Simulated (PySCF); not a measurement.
Isomers of C3H11NSi3, one GFN2-xTB conformer each. Single-point energies are computed at PBE0/pcSseg-1 (PySCF, gas phase, no added dispersion term), electronic only.

**Question.** Rank them by PBE0/pcSseg-1 energy, lowest first (kJ/mol).
A. `[CH3:1][C@@H:2]([C:3]#[N:4])[SiH:5]([SiH3:6])[SiH3:7]` with C1–C2–Si5–Si6 177°
B. `[CH3:1][Si@@:2]([SiH3:3])([C:4]#[N:5])[CH2:6][SiH3:7]` with C1–Si2–C6–Si7 64°
C. `[CH3:1][Si:2]([SiH3:3])([SiH3:4])[CH2:5][C:6]#[N:7]` with C1–Si2–C5–C6 180°
D. `[CH:1]#[C:2][Si@@H:3]([NH2:4])[CH2:5][SiH2:6][SiH3:7]` with C2–Si3–N4–H -63° and 75°, C2–Si3–C5–Si6 70°, Si3–C5–Si6–Si7 68°

**Answer.** B (0.0), C (40.8), A (81.8), D (95.1).

As drawn, the lowest has a C≡N group, which the highest lacks; the highest has a C≡C bond and an N–H bond, which the lowest lacks. GFN2-xTB itself gives, in the same order: 35.7, 18.3, 0.0, 63.5. GFN2-xTB puts C[C@@H](C#N)[SiH]([SiH3])[SiH3] lowest instead; measured from each level's own lowest isomer, the values differ by up to 81.8 kJ/mol (C[C@@H](C#N)[SiH]([SiH3])[SiH3]: 0.0 against 81.8).

**Question.** Which frontier levels, dipoles and rotational constants go with these structures?

**Answer.** 
| SMILES | HOMO (eV, PBE0/pcSseg-1) | LUMO (eV) | dipole (D) | A, B, C (MHz) |
| --- | --- | --- | --- | --- |
| C[Si@@]([SiH3])(C#N)C[SiH3] | -8.67 | -0.67 | 3.69 | 1541, 926.8, 750.2 |
| C[Si]([SiH3])([SiH3])CC#N | -8.38 | -0.82 | 4.44 | 1241, 1145, 874.9 |
| C[C@@H](C#N)[SiH]([SiH3])[SiH3] | -8.47 | -0.82 | 3.72 | 1318, 1156, 836.1 |
| C#C[Si@@H](N)C[SiH2][SiH3] | -7.54 | -0.09 | 1.91 | 2000, 723.5, 638.9 |
